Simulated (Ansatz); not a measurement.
This geometry of CH4AlNOSe (9 atoms, charge 0, multiplicity 1) is a first-order saddle point.

The calculation used RKS PBE/def2-mTZVP (Ansatz).

```xyz
9
Properties=species:S:1:pos:R:3
O -0.227 0.888 1.384
C 0.114 0.091 0.280
Se 0.888 -1.669 0.924
N -0.916 -0.133 -0.722
Al 0.481 0.583 -1.581
H -1.180 1.096 1.286
H 1.708 -1.069 2.014
H -1.681 -0.792 -0.537
H 0.901 0.958 -3.067
```

**Question.** Which two structures does it join? (They come from a converged band through this point; their orientation in space is the band's.)

**Answer.** No bond is made or broken. The dihedral H6–O1–C2–N4 goes from 82 to -42°.

Image 0:

```xyz
9
Properties=species:S:1:pos:R:3
O -0.305 1.072 1.138
C 0.066 0.121 0.177
Se 0.760 -1.557 1.073
N -0.906 -0.233 -0.862
Al 0.454 0.536 -1.684
H -0.832 0.614 1.831
H 1.626 -0.840 2.054
H -1.772 -0.734 -0.637
H 0.997 0.975 -3.107
```

Image 8:

```xyz
9
Properties=species:S:1:pos:R:3
O -0.358 0.698 1.438
C 0.082 0.009 0.294
Se 0.935 -1.685 0.949
N -0.895 -0.242 -0.752
Al 0.467 0.583 -1.558
H -0.940 1.419 1.116
H 1.651 -1.049 2.091
H -1.691 -0.866 -0.571
H 0.837 1.086 -3.024
```

**Question.** How far does it lie above each of them?

**Answer.** 2.5 kcal/mol above the first and 0.5 kcal/mol above the second. This is the barrier of this one path; another mechanism may lie lower.

Run time: 8.3 min on 2 threads of Arm Neoverse V1 (shared host), peak memory 0.18 GiB.
